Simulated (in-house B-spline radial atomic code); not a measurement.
**Te7+: [Kr] 4d9**

Computed with an all-electron radial atomic-structure program (B-spline basis): Dirac-Kohn-Sham B97-1, spherical fractional occupations, exact exchange averaged over the configuration, Fermi nucleus of rms radius 4.7423 fm.

Screening seen three ways: the hydrogenic charge with the same mean radius, Z_r = [3n² - l(l+1)]/(2<r>), the one with the same energy, Z_e = n√(-2ε), and Slater's rules. Values are occupation-weighted means over j. An effective charge above Z reflects the relativistic contraction of the inner shells.

```json
{"shell": "1s", "electrons": "2", "ε (eV)": "-31787", "<r> (bohr)": "0.02781", "Z_r": "53.94", "Z_e": "48.33", "Slater": "51.70"}
{"shell": "2s", "electrons": "2", "ε (eV)": "-4979.5", "<r> (bohr)": "0.1194", "Z_r": "50.25", "Z_e": "38.26", "Slater": "47.85"}
{"shell": "2p", "electrons": "6", "ε (eV)": "-4485.8", "<r> (bohr)": "0.1046", "Z_r": "47.82", "Z_e": "36.32", "Slater": "47.85"}
{"shell": "3s", "electrons": "2", "ε (eV)": "-1079.2", "<r> (bohr)": "0.3215", "Z_r": "42.00", "Z_e": "26.72", "Slater": "40.75"}
{"shell": "3p", "electrons": "6", "ε (eV)": "-917.08", "<r> (bohr)": "0.3195", "Z_r": "39.13", "Z_e": "24.63", "Slater": "40.75"}
{"shell": "3d", "electrons": "10", "ε (eV)": "-668.86", "<r> (bohr)": "0.2964", "Z_r": "35.42", "Z_e": "21.03", "Slater": "30.85"}
{"shell": "4s", "electrons": "2", "ε (eV)": "-266.7", "<r> (bohr)": "0.7583", "Z_r": "31.65", "Z_e": "17.71", "Slater": "24.25"}
{"shell": "4p", "electrons": "6", "ε (eV)": "-215.15", "<r> (bohr)": "0.8084", "Z_r": "28.45", "Z_e": "15.91", "Slater": "24.25"}
{"shell": "4d", "electrons": "9", "ε (eV)": "-138.3", "<r> (bohr)": "0.9212", "Z_r": "22.80", "Z_e": "12.75", "Slater": "13.20"}
```

The least bound orbital is 4d5/2 at -137.7 eV, and it is also the most diffuse (<r> = 0.925 bohr).

Spin-orbit splittings of the orbital energies (j = l + 1/2 above j = l - 1/2 when positive): 2p 274.7 eV, 3p 51.55 eV, 3d 10.76 eV, 4p 10.13 eV, 4d 1.629 eV.

For the 1s electron the small component carries 3.66 % of the norm, the zero-frequency Breit interaction raises the level by 76.88 eV, self-energy by 43.9 eV, and vacuum polarisation lowers it by 5.964 eV.
